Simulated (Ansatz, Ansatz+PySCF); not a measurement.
```yaml
atoms:
  - { symbol: C, position_ang: [1.4450, -0.0245, 0.2686] }
  - { symbol: C, position_ang: [0.6880, 1.2341, -0.2323] }
  - { symbol: C, position_ang: [-0.7001, 1.2392, 0.1933] }
  - { symbol: C, position_ang: [-1.4808, 0.0209, -0.2661] }
  - { symbol: C, position_ang: [-0.6868, -1.2389, 0.2404] }
  - { symbol: C, position_ang: [0.7727, -1.2426, -0.2404] }
  - { symbol: H, position_ang: [1.4928, 0.0012, 1.2949] }
  - { symbol: H, position_ang: [2.4860, -0.0440, -0.1689] }
  - { symbol: H, position_ang: [0.7429, 1.3327, -1.2861] }
  - { symbol: H, position_ang: [1.2565, 2.1587, 0.0978] }
  - { symbol: H, position_ang: [-1.2217, 2.1853, -0.1820] }
  - { symbol: H, position_ang: [-0.7224, 1.3135, 1.3044] }
  - { symbol: H, position_ang: [-1.5184, 0.0463, -1.3141] }
  - { symbol: H, position_ang: [-2.5191, 0.0314, 0.1775] }
  - { symbol: H, position_ang: [-1.2747, -2.1199, -0.1373] }
  - { symbol: H, position_ang: [-0.7584, -1.3115, 1.3787] }
  - { symbol: H, position_ang: [1.2161, -2.1247, 0.1616] }
  - { symbol: H, position_ang: [0.8000, -1.3578, -1.3332] }
```

Basis set: def2-SVP (spherical functions). Frozen core: 6 orbitals. Charge 0, multiplicity 1.

Computed with Ansatz (development build ahead of 0.2.0); each method stands on the lowest determinant of its kind that the runs found. Restricted open shells among the atoms or ions are ROHF, correlated in semicanonical orbitals with singles. Restricted functionals stand beside restricted open-shell atoms, which can lie above the unrestricted atoms usual in DFT and then raise those values.

The atomization energy at this shape (free ground-state atoms in the same class of orbitals less the molecule, no zero-point energy) of singlet C6H12:

```
           method  atomization energy
PBE0 (restricted)       7460.7 kJ/mol
              RHF       5716.1 kJ/mol
```

Problem. What does RHF-MP2 give?

Solution. 7121.4 kJ/mol. Caution: the shape is not the minimum.
